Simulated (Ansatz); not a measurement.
`CC(C)NC(C)(C)C`, charge 0, multiplicity 1.

(1) Give a relaxed structure at PBE0-D4/def2-TZVP (the Gaussian-basis code of Ansatz). (Estimate.)

Results:

(1) Computed: 
Z-matrix (Å, degrees):
```
C
C 1 1.529
H 1 1.094 2 110.4
H 1 1.095 2 110.7 3 119.4
H 1 1.091 2 112.2 3 -119.8
N 2 1.452 1 116.8 3 -174.2
C 2 1.521 1 110.0 3 -51.6
H 2 1.095 1 107.9 3 65.3
C 6 1.463 2 122.7 1 -62.9
H 6 1.013 2 110.2 1 68.7
H 7 1.092 2 111.2 1 56.4
H 7 1.091 2 110.5 1 177.6
H 7 1.096 2 110.5 1 -62.9
C 9 1.534 6 113.9 2 80.6
C 9 1.528 6 105.9 2 -160.8
C 9 1.523 6 110.0 2 -43.3
H 14 1.094 9 110.3 6 55.2
H 14 1.094 9 110.7 6 174.2
H 14 1.090 9 112.3 6 -65.3
H 15 1.094 9 110.5 6 -59.2
H 15 1.091 9 110.2 6 60.0
H 15 1.093 9 111.2 6 -178.9
H 16 1.093 9 110.6 6 -52.7
H 16 1.092 9 112.1 6 68.5
H 16 1.092 9 109.8 6 -172.1
```
This is one stationary point; other conformers may exist.
